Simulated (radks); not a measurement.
The numbers below are computed, except where a source is named.
All-electron atom: Pm6+ in [Kr] 4d10 4f(5/2: 2, 7/2: 0) 5s2 5p(1/2: 2, 3/2: 3) (not the ground configuration). Code: a radial shooting solver on a logarithmic mesh with Libxc functionals. Model: Dirac Kohn-Sham, relativistic LDA (MacDonald-Vosko exchange, VWN5 correlation), spin-unpolarised, spherical densities, finite nucleus; Fermi nuclear charge, rms radius 4.962 fm.

Unscreened Slater integrals over Kohn-Sham orbitals (cm^-1). Large and small components are both included. Empty in this configuration: 4f7/2.

integral,value
"F0(4f5/2,4f5/2)",248870
"F2(4f5/2,4f5/2)",121570
"F4(4f5/2,4f5/2)",76950
"F0(4f5/2,5p3/2)",159690
"F2(4f5/2,5p3/2)",56182
"G2(4f5/2,5p3/2)",25431
"G4(4f5/2,5p3/2)",20838
"F0(4f5/2,5p1/2)",165040
"G2(4f5/2,5p1/2)",28862
"F0(4f5/2,5s1/2)",174940
"G3(4f5/2,5s1/2)",30572
"F0(4f5/2,4f7/2)",248030
"F2(4f5/2,4f7/2)",121170
"F4(4f5/2,4f7/2)",76704
"G2(4f5/2,4f7/2)",120930
"G4(4f5/2,4f7/2)",76556
"G6(4f5/2,4f7/2)",55273
"F0(5p3/2,5p3/2)",133250
"F2(5p3/2,5p3/2)",72559
"F0(5p3/2,5p1/2)",135880
"G2(5p3/2,5p1/2)",73388
"F0(5p3/2,5s1/2)",140470
"G1(5p3/2,5s1/2)",94526
"F0(5p3/2,4f7/2)",159490
"F2(5p3/2,4f7/2)",56440
"G2(5p3/2,4f7/2)",25776
"G4(5p3/2,4f7/2)",21079
"F0(5p1/2,5p1/2)",138750
"F0(5p1/2,5s1/2)",143760
"G1(5p1/2,5s1/2)",99428
"F0(5p1/2,4f7/2)",164820
"G4(5p1/2,4f7/2)",23532
"F0(5s1/2,5s1/2)",149550
"F0(5s1/2,4f7/2)",174670
"G3(5s1/2,4f7/2)",30906
"F0(4f7/2,4f7/2)",247190
"F2(4f7/2,4f7/2)",120790
"F4(4f7/2,4f7/2)",76465
"F6(4f7/2,4f7/2)",55207
